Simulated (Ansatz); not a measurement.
B₆⁺. Total charge 1; doublet. Geometry PBE0-D4/def2-SVP, that of the neutral singlet; atoms count from 1.

```tsv
atom	x (Å)	y (Å)	z (Å)
B1	-0.407	1.972	0.186
B2	-0.038	-0.557	-0.787
B3	-0.879	0.803	-0.723
B4	0.127	0.590	0.753
B5	0.797	-1.828	-0.334
B6	0.401	-0.980	0.906
```

The charge 1 doublet is spin-contaminated (final ⟨S²⟩ up to 0.94, 0.75 for a pure state). The structure comes from a short search, and lower isomers may exist.

(1) Estimate the Mulliken populations from the PBE0/def2-TZVP orbitals of Ansatz.

(2) Where does the spin sit?

(3) And the Mayer bond orders between bonded heavy atoms (over 0.3)?

Results:

(1) 
```
atom  charge (e)  spin (α − β)
  B1        0.32          0.57
  B2       -0.04         -0.09
  B3        0.21          0.02
  B4       -0.04         -0.09
  B5        0.32          0.57
  B6        0.21          0.02
```
Mulliken values and Mayer orders depend strongly on the basis.

(2) Summed by element: B 1.00, of 1 unpaired in all. Largest on single atoms: B1 0.57, B5 0.57, B2 -0.09.

(3) B1–B3 1.25 (1.55 Å); B1–B4 1.09 (1.59 Å); B2–B3 1.11 (1.60 Å); B2–B4 0.49 (1.93 Å); B2–B5 1.09 (1.59 Å); B2–B6 0.56 (1.80 Å); B3–B4 0.56 (1.80 Å); B4–B6 1.11 (1.60 Å); B5–B6 1.25 (1.55 Å).
